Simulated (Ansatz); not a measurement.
A structure relaxed at PBE-D4/def2-SVP in Ansatz, charge 0, singlet:

```xyz
12

In    0.022   -2.244    0.034
In    2.039    0.744    0.650
In   -0.815    0.977   -1.842
In   -2.751   -0.627    0.539
In   -0.835    2.113    1.395
P     1.186   -0.489   -1.455
P    -2.186   -2.866    1.054
P     1.260    2.264    2.487
P    -2.747    1.775   -0.220
Cl    1.725   -3.844    0.511
Cl    4.364    0.257    0.811
Cl   -1.262    1.940   -3.965
```

(1) Give its formula.

(2) Summarise the bond lengths by kind (pairs closer than 1.2 times the sum of covalent radii, bridged metal pairs left out).

## Answers

(1) In5P4Cl3, a halide-capped cluster cut from zinc blende InP (3 Cl on the cations).

(2) 10 × In–P 2.37 to 2.65 Å; 3 × Cl–In 2.37 to 2.39 Å.

In the def2 sets In takes a core potential; there is no spin–orbit coupling.
